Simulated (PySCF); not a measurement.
Identify the unknown among the candidates.

All candidates are C6H6F2.

| technique | computed result |
| --- | --- |
| Polarisability | 90.5 au [CAM-B3LYP/def2-SVPD] |
| Couplings | largest of the computed one-bond spin–spin couplings (means over like bonds): 19F–13C -358.2, 19F–13C -325.6, 13C–1H +210.3, 13C–1H +174.3, 13C–1H +173.0, 13C–1H +172.8, 13C–1H +165.8, 13C–1H +164.4 Hz [B3LYP/pcJ-1, spin–dipole term left out for some pairs] |
| 1H NMR | chemical shifts (computed TMS as zero) by class: 6.61 (1 H), 6.42 (1 H), 6.33 (1 H), 5.46 (1 H), 4.87 (1 H), 4.52 (1 H) ppm [GIAO B3LYP/pcSseg-1] |
| Dipole | 0.72 D [CAM-B3LYP/def2-SVPD] |
| NMR, other nuclei | isotropic shieldings of nuclei other than C and H, by class: 282 (1 F), 285 (1 F) ppm [GIAO B3LYP/pcSseg-1] |
| Rotational structure | rotational constants A, B, C: 6.735, 0.882, 0.780 GHz [PBE0-D3(BJ)/def2-SVP] |
| UV, first state | lowest singlet excitation: 4.83 eV (257 nm, f = 0.983) [TDDFT CAM-B3LYP/def2-SVPD] |
| Valence photoelectron | vertical ionisation energy: 8.32 eV [ΔSCF CAM-B3LYP/def2-SVPD] |
| 13C NMR | chemical shifts (computed TMS as zero) by class: 175.8 (1 C), 160.2 (1 C), 129.1 (1 C), 125.2 (1 C), 116.0 (1 C), 101.7 (1 C) ppm [GIAO B3LYP/pcSseg-1] |
| Triplet | lowest triplet excitation (Tamm–Dancoff): 2.49 eV [TDA CAM-B3LYP/def2-SVPD] |

Gas-phase values; electronic properties from PySCF, density fitting. Levels stand in brackets. Geometry: PBE0-D3(BJ)/def2-SVP, one conformer, isolated molecule. NMR values are class means; diastereotopic atoms form classes of their own.

Question: Which candidate is it?
A. `C=C(F)/C=C\C=C/F`
B. `C=C/C(F)=C(/F)C=C`
C. `F/C=C1C=C\1CCF`

Answer: A. It is `C=C(F)/C=C\C=C/F`. Numbering: `[CH2:1]=[C:2]([F:3])/[CH:4]=[CH:5]\[CH:6]=[CH:7]/[F:8]`. Its formula, C6H6F2, gives 3 degrees of unsaturation: 0 rings and 3 π bonds in the structure found. 6 carbons fall into 6 classes; from least to most shielded: vinylic C–F carbon [C2] (175.8 ppm), vinylic C–F carbon [C7] (160.2 ppm), alkene CH carbon [C5] (129.1 ppm), alkene CH carbon [C4] (125.2 ppm), alkene CH carbon [C6] (116.0 ppm), terminal =CH2 carbon [C1] (101.7 ppm). Hydrogen classes from least to most shielded: 1 H on a vinylic C–F carbon, C7 (6.61 ppm), 1 H on an alkene CH carbon, C5 (6.42 ppm), 1 H on an alkene CH carbon, C6 (6.33 ppm), 1 H on an alkene CH carbon, C4 (5.46 ppm), 1 H on a terminal =CH2 carbon, C1 (4.87 ppm), 1 H on a terminal =CH2 carbon, C1 (4.52 ppm). The other shieldings belong to: 282 ppm, vinyl fluorine [F3]; 285 ppm, vinyl fluorine [F8]. The couplings run between: -358.2 Hz, vinyl fluorine [F8] and vinylic C–F carbon [C7]; -325.6 Hz, vinyl fluorine [F3] and vinylic C–F carbon [C2]; +210.3 Hz, vinylic C–F carbon [C7] and its hydrogen; +174.3 Hz, terminal =CH2 carbon [C1] and its hydrogen; +173.0 Hz, terminal =CH2 carbon [C1] and its hydrogen; +172.8 Hz, alkene CH carbon [C6] and its hydrogen; +165.8 Hz, alkene CH carbon [C4] and its hydrogen; +164.4 Hz, alkene CH carbon [C5] and its hydrogen. S1 is mainly HOMO→LUMO (weight 0.98); the largest Löwdin shares of the orbital it empties are 0.18 on the terminal =CH2 carbon, 0.17 on an alkene CH carbon, 0.15 on a vinylic C–F carbon and 0.15 on an alkene CH carbon, of the orbital it fills 0.17 on an alkene CH carbon, 0.16 on an alkene CH carbon, 0.16 on a vinylic C–F carbon and 0.16 on the terminal =CH2 carbon. By its constants the optimised geometry is an asymmetric top.

The others, at the same levels:
- `C=C/C(F)=C(/F)C=C` fails: it has 3 carbon classes against 6; its computed 13C shifts are 154.5 (2 C), 130.3 (2 C), 122.0 (2 C) ppm, 1H shifts are 6.29 (2 H), 5.80 (2 H), 5.40 (2 H) ppm and rotational constant A is 3.976 GHz (against 6.735 GHz).
- `F/C=C1C=C\1CCF` fails: its computed 13C shifts are 138.8 (1 C), 129.0 (1 C), 124.8 (1 C), 106.3 (1 C), 82.4 (1 C), 30.7 (1 C) ppm, 1H shifts are 7.88 (1 H), 6.63 (1 H), 4.75 (2 H), 2.60 (2 H) ppm and lowest singlet excitation is 4.50 eV (275 nm, f = 0.028) (against 4.83 eV).

Each candidate is one conformer, not necessarily the lowest. The conformers computed, where there is a choice (atom-mapped SMILES and torsion angles):
- `[CH2:1]=[C:2]([F:3])/[CH:4]=[CH:5]\[CH:6]=[CH:7]/[F:8]`: C1–C2–C4–C5 179°, C4–C5–C6–C7 -179°
- `[CH2:1]=[CH:2]/[C:3]([F:4])=[C:5](/[F:6])[CH:7]=[CH2:8]`: C1–C2–C3–F4 1°, C3–C5–C7–C8 180°
- `[F:1]/[CH:2]=[C:3]1[CH:4]=[C:5]\1[CH2:6][CH2:7][F:8]`: C4–C5–C6–C7 7°, C5–C6–C7–F8 -59°

One-bond C–F couplings are unscaled; at this level they come out some 30 % too large in size.
